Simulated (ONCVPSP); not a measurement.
# Before and after: ONCV potential for Ag (Z = 47)

* Element: silver (Ag)
* Generator: ONCVPSP 4.0.1
* Type: optimised norm-conserving Vanderbilt (ONCV)
* Functional: PW91
* Relativity: scalar-relativistic
* Frozen core: [Kr]
* Valence charge: 11
* Reference configuration: 4d10 5p1
* Partial waves: s scattering state at 0.39 Ha: rc 2.65 bohr, ncon 4, nbas 7, qcut 2.3 1/bohr, 3 projectors, debl 2.1 Ha; 5p: rc 2.95 bohr, ncon 4, nbas 8, qcut 3.2 1/bohr, 1 projector; 4d: rc 1.90 bohr, ncon 4, nbas 9, qcut 9.2 1/bohr, 3 projectors, debl 3.7 Ha
* Local potential: polynomial inside 1.35 bohr (lpopt 4, dvloc0 2 Ha)
* Core correction: Teter function, fcfact 5, rcfact 1.2

In the s channel the program set the typed energies aside and used 0.050, 2.150, 4.250 Ha.

Change: all radii but the core radius scaled by about 0.79 (s 2.10, p 2.34, d 1.52 bohr); local potential polynomial inside 1.08 bohr (lpopt 4, dvloc0 2 Ha).

Cutoffs: the cutoffs (Ha) at which the residual kinetic energy of the hardest occupied pseudo-wave falls to 1 and 0.1 mHa per electron; they do not see the model core or the augmentation charge, which bear on the density cutoff. Errors are all-electron minus pseudo energies relative to the spin-unpolarised reference configuration.

Task: What does the change do?

Result: The potential gets harder (27 Ha and 32 Ha → 31 Ha and 36 Ha); a bound ghost appears in p, which as a rule spoils a file; the lowest positive-energy flag moves from p at 20.8 eV to s at 85.5 eV; the number of tests with a reliable result goes from 4 to 3; of the 3 tests that both files solve, the error grows in 1 and shrinks in 0 by more than 15 % and 0.3 meV (median size 1.3 → 1.5 meV). A smaller radius makes the pseudo-wave follow the all-electron one further in, where it bends more sharply, so more plane waves are needed.

```tsv
quantity	base	changed
cutoff, loose	27 Ha	31 Ha
cutoff, tight	32 Ha	36 Ha
loose cutoff by channel	p 2.4 Ha, d 27 Ha	p 2.5 Ha, d 31 Ha
bound ghosts	none	p
GHOST(+) flags under 300 eV	p at 20.8 eV, s at 157.0 eV	s at 85.5 eV
tests with a reliable result	4 of 4	3 of 4
error for 4d10 5s1 5p0, meV [ΔE -3.90 eV]	+2.7	+2.9
error for 4d10 5p0, meV [ΔE 3.92 eV]	+1.3	+1.2
error for 4d10 5s0.5 5p0, meV [ΔE -0.86 eV]	+0.3	+1.5
rms error of d²Exc/dni dnj with the model core, mHa	2.32	2.22
```

 A true bound ghost makes a file unfit for plane-wave use even where its test errors are small: the radial tests pick states by their node count and pass the ghost by.
